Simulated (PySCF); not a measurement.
Constitutional and geometric isomers with formula C2H3NSi. Isolated molecules, 0 K electronic values unless said otherwise. Strings in code marks are SMILES.

The four lowest singlet excitations (Tamm–Dancoff). The numbers are results of PBE-D3(BJ)/def2-TZVP // B3LYP-D3(BJ)/def2-TZVP run with PySCF, not measurements. Excitations are Tamm–Dancoff values on a coarser integration grid. The basis has no diffuse functions, so Rydberg states are missing or too high.

| state | energy (eV) | wavelength (nm) | oscillator strength |
|---|---|---|---|
| S1 | 2.13 | 582 | 0.000 |
| S2 | 3.88 | 320 | 0.216 |
| S3 | 4.73 | 262 | 0.255 |
| S4 | 5.10 | 243 | 0.021 |

### Question
Identify which member gives these states.
(A) `C#CN=[SiH2]`
(B) `N=[si]1cc1`
(C) `[H]/N=[SiH]/C#C`
(D) `C=[SiH]C#N`

### Answer
A, `C#CN=[SiH2]`
